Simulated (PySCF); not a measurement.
## Correlation energy of Cl (chlorine, neutral)

[Ne] 3s1 3p6, 2S determinant (an excited configuration). Computed with PySCF 2.14 in aug-cc-pCVTZ-DK, with the spin-free X2C one-electron Hamiltonian (Gaussian nucleus). Frozen: [Ne]; 7 electrons correlated.

| level | correlation energy (mhartree) |
| --- | --- |
| CCSD | -329.90 |
| (T) | -42.60 |
| CCSD(T) | -372.50 |

Diagnostics: T1 = 0.023, D1 = 0.0485, largest double amplitude 0.217.

A double-excitation amplitude exceeds 0.15, a sign of near-degeneracy.

Cost of the coupled-cluster step: of the order of 28 core-seconds, for 7 correlated electrons.
